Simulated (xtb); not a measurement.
H6GeSi, charge -1, doublet, at the geometry of the source list (a state made from the parent by changing its charge; the spin is typed, not shown lowest); xtb 6.7.1 with GFN2-xTB.

Input for xtb:
```
$ xtb mol.xyz --gfn 2 --chrg -1 --uhf 1 --json

# file mol.xyz
8

Si    -1.21110000     0.12330000     0.02170000
Ge     1.10560000    -0.10820000    -0.02010000
H     -1.78150000    -0.70980000     1.08100000
H     -1.58220000     1.51630000     0.26670000
H     -1.77570000    -0.29520000    -1.26210000
H      1.61100000    -1.42550000    -0.54140000
H      1.84580000     0.89320000    -0.85840000
H      1.78820000     0.00600000     1.31260000
```

What the program printed (banner, timings and long lists left out):

```
   ID    Z sym.   atoms
    1   14 Si     1
    2   32 Ge     2
    3    1 H      3-8

           -------------------------------------------------
          |                Calculation Setup                |
           -------------------------------------------------

           -------------------------------------------------
          |                 G F N 2 - x T B                 |
           -------------------------------------------------

          ...................................................
          :                      SETUP                      :
          :.................................................:
          :  # basis functions                  26          :
          :  # atomic orbitals                  24          :
          :  # shells                           12          :
          :  # electrons                        15          :
          :  max. iterations                   250          :
          :  Hamiltonian                  GFN2-xTB          :
          :  restarted?                      false          :
          :  GBSA solvation                  false          :
          :  PC potential                    false          :
          :  electronic temp.          300.0000000     K    :
          :  accuracy                    1.0000000          :
          :  -> integral cutoff          0.2500000E+02      :
          :  -> integral neglect         0.1000000E-07      :
          :  -> SCF convergence          0.1000000E-05 Eh   :
          :  -> wf. convergence          0.1000000E-03 e    :
          :  Broyden damping             0.4000000          :
          :  net charge                         -1          :
          :  unpaired electrons                  1          :
          ...................................................

 iter      E             dE          RMSdq      gap      omega  full diag
   1     -6.7266950 -0.672670E+01  0.656E+00    0.00       0.0  T
   2     -6.7279311 -0.123608E-02  0.516E+00    0.01       1.0  T
   3     -6.7074393  0.204918E-01  0.567E+00    0.01       1.0  T
   4     -6.8229759 -0.115537E+00  0.304E+00    0.01       1.0  T
   5     -6.7768850  0.460910E-01  0.257E+00    0.02       1.0  T
   6     -6.8358049 -0.589199E-01  0.127E+00    0.03       1.0  T
   7     -6.8360272 -0.222370E-03  0.126E+00    0.03       1.0  T
   8     -6.8362575 -0.230262E-03  0.123E+00    0.03       1.0  T
   9     -6.8381395 -0.188201E-02  0.880E-01    0.00       1.0  T
[...]
         :: total energy              -6.785888944160 Eh    ::
[...]

     #   Z          covCN         q      C6AA      α(0)
     1  14 Si       3.693     0.193   105.145    19.641
     2  32 Ge       3.750     0.007   171.767    23.526
     3   1 H        0.918    -0.225    12.874     5.612
     4   1 H        0.919    -0.224    12.811     5.598
     5   1 H        0.918    -0.226    12.974     5.633
     6   1 H        0.937    -0.176     9.126     4.723
     7   1 H        0.938    -0.175     9.076     4.710
     8   1 H        0.938    -0.176     9.132     4.725

 Mol. C6AA /au·bohr⁶  :       1851.561634
 Mol. C8AA /au·bohr⁸  :      78751.557951
 Mol. α(0) /au        :         74.167792

Wiberg/Mayer (AO) data.
largest (>0.10) Wiberg bond orders for each atom

 ---------------------------------------------------------------------------
     #   Z sym  total        # sym  WBO       # sym  WBO       # sym  WBO
 ---------------------------------------------------------------------------
     1  14 Si   3.506 --     2 Ge   0.867     4 H    0.838     3 H    0.838
                             5 H    0.838
     2  32 Ge   3.558 --     1 Si   0.867     8 H    0.866     7 H    0.863
                             6 H    0.863
     3   1 H    0.927 --     1 Si   0.838
     4   1 H    0.927 --     1 Si   0.838
     5   1 H    0.927 --     1 Si   0.838
     6   1 H    0.958 --     2 Ge   0.863
     7   1 H    0.958 --     2 Ge   0.863
     8   1 H    0.958 --     2 Ge   0.866
 ---------------------------------------------------------------------------

Topologies differ in total number of bonds
Writing topology from bond orders to xtbtopo.mol

molecular dipole:
                 x           y           z       tot (Debye)
 q only:        0.018       0.005       0.002
   full:        0.129       0.015       0.017       0.334
molecular quadrupole (traceless):
                xx          xy          yy          xz          yz          zz
 q only:       -7.768       1.170       3.830       0.181      -0.025       3.938
  q+dip:       -7.753       1.126       3.847       0.123      -0.024       3.906
   full:       -6.069       0.896       2.897       0.129       0.015       3.172

           -------------------------------------------------
          | TOTAL ENERGY               -6.785888944160 Eh   |
          | GRADIENT NORM               0.093840529167 Eh/α |
          | HOMO-LUMO GAP               0.009034434096 eV   |
           -------------------------------------------------

normal termination of xtb
```
